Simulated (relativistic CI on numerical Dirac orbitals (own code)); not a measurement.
## Hyperfine structure of Ga22+, mass number 69

Computed by Dirac-Coulomb-Breit CI, orbitals from a KLI potential per configuration, model QED (radiative potential, 1s self-energy scaled to tabulated hydrogen-like ionisation energies), unscaled Slater integrals (own radial code, finite nucleus).

Configuration list (outside the closed core 1s2): 2s2.2p5, 2s.2p6, 2p6.3s, 2p6.3p, 2p6.3d, 2s2.2p4.3s, 2s2.2p4.3p, 2s2.2p4.3d, 2s.2p5.3s, 2s.2p5.3p, 2s.2p5.3d, 2s2.2p4.4s, 2s2.2p4.4p, 2s2.2p4.4d, 2s2.2p4.4f, 2s.2p5.4s. Levels of other configurations are missing.

Nuclear spin I = 3/2, μ = 2.01502 μN, Q = 0.171 b (tables of Stone and Pyykkö). The electronic factors are computed for point nuclear moments, without core polarisation or the Bohr-Weisskopf and QED corrections.

| Level | E (eV) | A (GHz) | B (GHz) |
| --- | --- | --- | --- |
| 2s2.2p5 2P°_3/2 | 0.00 | 63.76 | -14.7 |
| 2s2.2p5 2P°_1/2 | 28.29 | 338.2 |  |
| 2s.2p6 2S_1/2 | 179.18 | 1106 |  |
| 2s2.2p4.3s 4P_5/2 | 1198.69 | 105.7 | 8.95 |
| 2s2.2p4.3s 2P_3/2 | 1203.03 | 16.52 | 3.01 |
| 2s2.2p4.3s 4P_1/2 | 1214.61 | 253.3 |  |
| 2s2.2p4.3s 4P_3/2 | 1225.28 | 85.76 | -6.54 |
| 2s2.2p4.3s 2P_1/2 | 1228.74 | -77.06 |  |

Levels with J = 0, under 50 % of one LS term, or S terms without an open s electron are left out. Small factors come from cancelling terms and can be off by tens of per cent or more.

At this charge energies of transitions that change n are usually good to better than 1 %, and those within a shell (Δn = 0) to a few per cent.

(1) Give the hyperfine levels of 2s2.2p5 2P°_1/2 relative to its centre of gravity.

## Answers

(1) With K = F(F + 1) − I(I + 1) − J(J + 1), E = AK/2: F = 1: -422.8, F = 2: 253.7 GHz.

LS names give the leading component of a level, which can be under half, so a name can repeat, a term be missing and a line seem to break the LS rules.
